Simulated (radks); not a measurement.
Values are calculated unless marked as measured or tabulated.
Ru2+, 42 electrons, occupied as [Ar] 3d10 4s2 4p5 4d6 5d1 (not the ground configuration).

Level of theory: scalar-relativistic Kohn-Sham, PBE, spin-unpolarised, spherical densities, finite nucleus; Fermi nuclear charge, rms radius 4.4809 fm (a radial shooting solver on a logarithmic mesh with Libxc functionals).

Energy parts (hartree):
total: -4527.43606
kinetic: 4681.75403
electron-nucleus: -10875.91818
Hartree: 1799.01475
exchange-correlation: -132.28666

Orbitals (lengths in bohr, moments of r in powers of bohr; <r^-3> diverges for s and p1/2):
orbital  occ.  eigenvalue (hartree)   <1/r>  <r^-3>      <r>
1s          2             -807.3671   45.87       -  0.03344
2s          2             -117.0827   10.37       -   0.1457
2p          6             -104.9878   10.06    3000   0.1269
3s          2             -21.57313   3.596       -   0.4026
3p          6             -17.59674   3.424   515.1   0.4029
3d         10             -11.19751   3.196   69.42   0.3839
4s          2              -3.89918   1.360       -    1.007
4p          5              -2.77859   1.222   82.05    1.103
4d          6              -1.17250  0.9269   6.952    1.427
5d          1              -0.34200  0.2802  0.6876    4.548

The highest occupied level is 5d at -9.306 eV. Summed over all electrons, <r^2> = 50.30 bohr^2, which gives a Langevin (diamagnetic) susceptibility term of -39.8 x 10^-6 cm^3/mol. The electron density at the nucleus is 1.125e+05 e/bohr^3 (large components only). The density falls to 0.001 e/bohr^3 at r = 4.66 bohr.
